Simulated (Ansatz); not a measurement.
Input file for Ansatz (a program for electronic structure): R-PBE0/def2-TZVPPD on H2 (SMILES [H][H]) with ghost functions, monomers drawn apart or pushed together. Files ending in .json are basis or fitting sets from the Basis Set Exchange.

Ansatz 0.2 input:
```yaml
crystal:
  periodic: [false, false, false]
  atoms:
    - {symbol: H, position_ang: [0.92347483, 0.15769890, 4.22426927]}
    - {symbol: H, position_ang: [1.14100497, 0.19488957, 4.93558247]}
basis:
  gaussian:
    orbitals: def2-TZVPPD.json
    ghost_atoms:
      - {symbol: C, position_ang: [-0.90170234, -0.13644144, 0.23429831]}
      - {symbol: C, position_ang: [0.23327355, 0.02094879, -0.11132190]}
      - {symbol: H, position_ang: [-1.90938427, -0.27599476, 0.54167998]}
      - {symbol: H, position_ang: [1.24149735, 0.16059771, -0.41688410]}
hamiltonian:
  xc: {name: PBE0}
scf: {lower_state_search: off}
```

Program output:

```
WARN ansatz: RAYON_NUM_THREADS=2 ignored (pool sized by the plan → 2); use --threads N
Functional definition: PBE0
these checks for a lower state are left out or cut short: stability, starts, cluster_reference, orbital_swaps, neighbouring_geometries, increment
integrals: 0.02 GiB planned
534 factors; their error is unknown
mean field: 0.32 GiB planned
mean field evaluation 1: about -31.7093 eV, gradient 5.4e0 eV
mean field evaluation 2: about -31.7976 eV, gradient 8.0e-1 eV
mean field evaluation 4: about -31.7965 eV, gradient 1.6e-1 eV
mean field evaluation 8: about -31.7965 eV, gradient 8.9e-6 eV
mean field -31.79651935 eV, -1.1685005337 hartree, gradient 2.3e-6 eV, S^2 0.000000; 0 other end points of the search recorded, 0 dependent functions left out
reference -31.79653566 eV, -1.1685011331 hartree; 1, 1 occupied and 141, 141 virtual orbitals, 534 factors
Total energy: -31.79653566 eV, -1.1685011331 hartree
Checks for a lower state left out: stability, starts, cluster_reference, orbital_swaps, neighbouring_geometries, increment
```

Self-consistency was reached.

Cost: very roughly 1.0 core-seconds.
